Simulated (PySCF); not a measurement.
Multinuclear NMR of C$_{3}$H$_{11}$NP$_{2}$Si$_{2}$

Structure with atom numbers: `[CH3:1][C:2]#[C:3][Si@@:4]([NH2:5])([PH2:6])[SiH2:7][PH2:8]`; H(Xn) means a hydrogen on atom n. Ha(Si7) is pro-R; Hb(Si7) is pro-S.

How the numbers were obtained: GFN2-xTB structure, shieldings: GIAO PBE0/pcSseg-1, in PySCF 2.14 (single conformer, in vacuum, non-relativistic, equivalent nuclei averaged).

Task: Where does 31P resonate?

Result: 
```
atoms                   environment  σ (ppm)  δ (ppm)
   P6  phosphorus bonded to Si, 2 H    580.3   -210.6
   P8  phosphorus bonded to Si, 2 H    635.5   -256.4
```

Shieldings were converted by a linear fit to measured shifts: 31P (scatter 18.1 ppm rms vs H3PO4, solution or neat liquid). A few per cent of atoms miss by over 2 rms, more outside the fitted compound classes.

On a 500 MHz spectrometer 31P resonates near 202.4 MHz, so 1 ppm is 202.4 Hz.

Task: Where does 29Si resonate?

Result: 
| atoms | environment | σ (ppm) | δ (ppm) |
| --- | --- | --- | --- |
| Si4 | silicon bonded to C, N, P, Si | 387.7 | -38.7 |
| Si7 | silicon bonded to P, Si, 2 H | 438.9 | -80.8 |

Shieldings were converted by a linear fit to measured shifts: 29Si: δ = 279.94 − 0.822σ (rms 8.9 ppm, 72 shifts, 25.8 ppm with the 6 outliers that the fit left out vs TMS, solution or neat liquid). A few per cent of atoms miss by over 2 rms, more outside the fitted compound classes.

On a 600 MHz spectrometer 29Si resonates near 119.2 MHz, so 1 ppm is 119.2 Hz.

Task: Predict the 15N NMR data.

Result: 
```tsv
atoms	environment	σ (ppm)	δ (ppm)
N5	nitrogen bonded to Si, 2 H	243.2	-372.2
```

Shieldings were converted by a linear fit to measured shifts: 15N (scatter 6.3 ppm rms vs CH3NO2, solution or neat liquid). Occasional misses reach two or three times the rms, and more in compound classes unlike the fitted ones.

On a 500 MHz spectrometer 15N resonates near 50.7 MHz, so 1 ppm is 50.7 Hz.
